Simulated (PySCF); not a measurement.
C4H7O, SMILES [CH2]C(CC)=O, multiplicity 2. Geometry: PBE-D3(BJ)/def2-SVP. The isomer is the one that the SMILES or the coordinates give; other isomers of the formula were not compared. Other conformers were not sampled.

**Question.** Give the equilibrium geometry at PBE-D3(BJ)/def2-SVP (PySCF confirms it by a frequency run) as Cartesian coordinates in Å, and its point group. (An estimate is asked for; the answer gives what the named calculation found.)

**Answer.** This is not unique; one that fits is point group Cs.
```xyz
12

C      0.5552    -1.8812     0.0000
C     -0.1089    -0.5932     0.0000
O     -1.3485    -0.5184     0.0000
C      0.7677     0.6608     0.0000
C     -0.0356     1.9546     0.0000
H      1.6528    -1.9768     0.0000
H     -0.0675    -2.7887     0.0000
H      1.4465     0.6037     0.8811
H      1.4465     0.6037    -0.8811
H      0.6293     2.8403     0.0000
H     -0.6951     2.0100    -0.8884
H     -0.6951     2.0100     0.8884
```
Charge 0, spin multiplicity 2.
